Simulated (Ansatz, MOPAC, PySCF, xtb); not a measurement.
Pair of molecules: N2 (SMILES N#N) (first 2 atoms) with C2H6O (SMILES CCO); geometry from B3LYP-D3(BJ)/def2-TZVP, rigid monomers moved along the line of their centres of mass till N2···H11 is 2.20 Å.
(charge 0, multiplicity 1):
```xyz
11

N      1.14415     0.98750    -0.19306
N      0.77129     0.24647     0.51469
C     -1.28330     0.53416     3.49744
C      0.17162     0.17142     3.74612
O      0.52280    -1.09975     3.21111
H     -1.52856     1.49148     3.96386
H     -1.94336    -0.23147     3.90782
H     -1.48752     0.62204     2.42714
H      0.83090     0.95339     3.34738
H      0.36715     0.09979     4.81706
H      0.42195    -1.06083     2.25393
```

```json
[
 {"level": "AM1", "interaction energy (kJ/mol)": "7.8", "cost": "-"},
 {"level": "PM3", "interaction energy (kJ/mol)": "9.6", "cost": "-"},
 {"level": "GFN2-xTB", "interaction energy (kJ/mol)": "-6.2", "cost": "-"},
 {"level": "HF/STO-3G (no counterpoise)", "interaction energy (kJ/mol)": "-0.1", "cost": "-"},
 {"level": "HF/3-21G (no counterpoise)", "interaction energy (kJ/mol)": "-8.4", "cost": "-"},
 {"level": "HF/6-31G*", "interaction energy (kJ/mol)": "5.4", "cost": "-"},
 {"level": "HF/6-31G* (no counterpoise)", "interaction energy (kJ/mol)": "2.2", "cost": "-"},
 {"level": "HF/aug-cc-pVDZ", "interaction energy (kJ/mol)": "6.2", "cost": "-"},
 {"level": "PBE-D3(BJ)/def2-TZVPPD", "interaction energy (kJ/mol)": "-5.0", "cost": "×1"},
 {"level": "PBE-D4/def2-TZVPPD", "interaction energy (kJ/mol)": "-4.1", "cost": "×1"},
 {"level": "B3LYP/3-21G (no counterpoise)", "interaction energy (kJ/mol)": "-15.8", "cost": "-"},
 {"level": "B3LYP/6-31G*", "interaction energy (kJ/mol)": "1.8", "cost": "-"},
 {"level": "B3LYP/6-311+G** (no counterpoise)", "interaction energy (kJ/mol)": "0.9", "cost": "-"},
 {"level": "B3LYP-D3(BJ)/def2-TZVPPD", "interaction energy (kJ/mol)": "-4.2", "cost": "×1"},
 {"level": "B3LYP-D4/def2-TZVPPD", "interaction energy (kJ/mol)": "-2.5", "cost": "×1"},
 {"level": "wB97X-V/def2-TZVPPD", "interaction energy (kJ/mol)": "-3.7", "cost": "×3"},
 {"level": "MP2/6-31G*", "interaction energy (kJ/mol)": "-0.5", "cost": "-"},
 {"level": "MP2/6-31G* (no counterpoise)", "interaction energy (kJ/mol)": "-7.3", "cost": "-"},
 {"level": "MP2/aug-cc-pVDZ", "interaction energy (kJ/mol)": "-3.1", "cost": "-"},
 {"level": "CCSD(T)/aug-cc-pVDZ", "interaction energy (kJ/mol)": "-2.3", "cost": "×20"}
]
```

The rows run from -15.8 (B3LYP/3-21G (no counterpoise)) to 9.6 kJ/mol (PM3). In aug-cc-pVDZ the value moves HF 6.2, MP2 -3.1, CCSD(T) -2.3, a shift of -8.6 from HF to CCSD(T).

Counterpoise-corrected where a basis set is named; no monomer relaxation. Rows marked so take none.

Frozen-core correlation. Rows in 3-21G, 6-311+G**, 6-31G*, STO-3G carry no dispersion term and start afresh at each structure (6-31G* with six Cartesian d functions). MP2/6-31G* freezes PySCF's default core. The state that AM1, PM3 reach isn't checked.

Programs: Ansatz (Gaussian orbitals); MOPAC for AM1, PM3 (differences of heats of formation); PySCF for 3-21G rows, 6-311+G** rows, 6-31G* rows, STO-3G rows, the dispersion terms; xtb for the GFN methods. 

Costs are rough ratios of core time to PBE/def2-TZVPPD (about 11 s over the structures, on one shared machine); a dash marks a level with no comparable run of its own.

Ansatz is an electronic-structure program.
